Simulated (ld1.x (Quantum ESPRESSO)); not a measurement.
**How hard is this nitrogen (N) TM potential?**

ld1.x (Quantum ESPRESSO) 7.5 input, shortened:

```
&input
   title='N', zed=7., rel=1, dft='PBE', iswitch=3,
   config='[He] 2s2 2p1'
 /
 &inputp
   pseudotype=2, tm=.true., lloc=0,
   nlcc=.true., new_core_ps=.true., rcore=0.75
 /
2
2P  2  1   1.00   0.00  1.65  1.65  0.0
2S  1  0   2.00   0.00  0.80  0.80  0.0
 &test
   configts(1)='2s2 2p1'
 /
```

The pseudo-atom Hamiltonian at the reference potential is diagonalised in spherical Bessel functions j_l(qr) that vanish at 20 bohr, with q² up to the cutoff. All-electron valence levels (Ry): 2p -2.7571, 2s -3.6132.

How do the lowest levels (Ry) of each channel move with the cutoff, and are there ghosts?

```
cutoff (Ry)     p #1     s #1     s #2     d #1     d #2     f #1     f #2  Σ f·Δε (mRy)
          8  -1.8901  -3.4043  -0.9361  -0.5822  -0.2911  -0.2594  -0.1449        1284.7
         18  -2.4291  -3.4555  -0.9438  -0.5908  -0.2943  -0.2595  -0.1450         643.4
         40  -2.7455  -3.5913  -0.9696  -0.5915  -0.2946  -0.2595  -0.1450          55.4
         60  -2.7567  -3.6087  -0.9734  -0.5916  -0.2946  -0.2595  -0.1450           9.3
        110  -2.7571  -3.6110  -0.9738  -0.5917  -0.2946  -0.2595  -0.1450           4.4
        180  -2.7571  -3.6131  -0.9742  -0.5917  -0.2946  -0.2595  -0.1450           0.3
        400  -2.7571  -3.6132  -0.9742  -0.5917  -0.2946  -0.2595  -0.1450           0.0
```

Result: no extra level below or beside the all-electron valence levels (p, s, d, f tested); 10 mRy is reached at 60 Ry and 1 mRy at 140 Ry.
